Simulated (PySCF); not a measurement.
Hf(OH)(NH2)3 (H₇HfN₃O), SMILES [OH][Hf]([NH2])([NH2])[NH2], multiplicity 1.

Geometry optimised at r2SCAN-D4/def2-SVP. The multiplicity is an assumed one; no other spin state was optimised. The structure was generated by enumeration; whether it is a known compound was not checked. The def2 effective core potentials stand for the cores of Hf; spin–orbit coupling is left out. Other conformers were not sampled.

Two levels are set side by side: PBE/def2-TZVP (PySCF) and HF/def2-TZVP (PySCF). Same geometry, gas phase. Differences are taken from unrounded values.

```csv
quantity,HF,PBE,PBE minus HF
orbital gap (eV),12.34,4.73,-7.61
highest occupied level (eV),-10.04,-5.28,4.77
lowest empty level (eV),2.30,-0.54,-2.84
dipole moment (D),0.69,0.53,-0.16
mean polarisability (bohr³),58.2,70.9,12.7
```

PBE's occupied levels lie high since its potential decays too fast outside the molecule; exact exchange lowers them and widens the gap. PBE's more diffuse valence density responds more strongly to a field. Differences between two approximate levels are no errors against the true value.

Rough cost on one machine, each run with all the roots and properties that it gave: HF against PBE about 1/3.
